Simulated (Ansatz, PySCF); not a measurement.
Reaction (SMILES): C[Si](C)(O)O [dihydroxy(dimethyl)silane] -> [CH2][Si](C)(O)O + H atom (the C-H bond at the site shown breaks; other sites are not compared here)
Structures are relaxed separately at B3LYP-D3(BJ)/def2-TZVP in Ansatz (a quantum-chemistry and plane-wave program), one conformer each, not searched for the lowest.
Geometry of the first species:
SMILES: C[Si](C)(O)O
```xyz
13

C      1.4833    -1.0775     0.1351
Si    -0.0107     0.0383    -0.0016
C     -1.5197    -0.8994    -0.5443
O     -0.2522     0.8012     1.4518
O      0.2100     1.2233    -1.1264
H      1.3283    -1.8692     0.8731
H      2.3744    -0.5164     0.4270
H      1.6926    -1.5580    -0.8231
H     -1.3840    -1.3129    -1.5459
H     -1.7355    -1.7267     0.1356
H     -2.3903    -0.2416    -0.5653
H      0.0753     0.3754     2.2465
H      0.7448     1.9795    -0.8731
```
Charge 0, spin multiplicity 1.

Property: bond dissociation energy (0 K, with B3LYP-D3(BJ) harmonic zero-point energies from PySCF), in kJ/mol. Cores are frozen in the correlated levels unless marked. Open shells are spin-unrestricted. No spin-orbit coupling. Non-relativistic. CBS(X,Y): correlation extrapolated as X^-3; Hartree-Fock from the larger set.

CCSD(T)/CBS(cc-pV(T+d)Z,cc-pV(Q+d)Z) (Ansatz) gives 415.4 kJ/mol.

**Question.** Another calculation gave 399.9 kJ/mol. Which level was it?
A) PBE0/def2-TZVPD (Ansatz)
B) wB97X-V/def2-TZVPD (Ansatz)
C) SVWN5/def2-TZVPD (Ansatz)

**Answer.** A, PBE0/def2-TZVPD (Ansatz). The others give 455.2 (SVWN5), 412.5 (wB97X-V) kJ/mol.
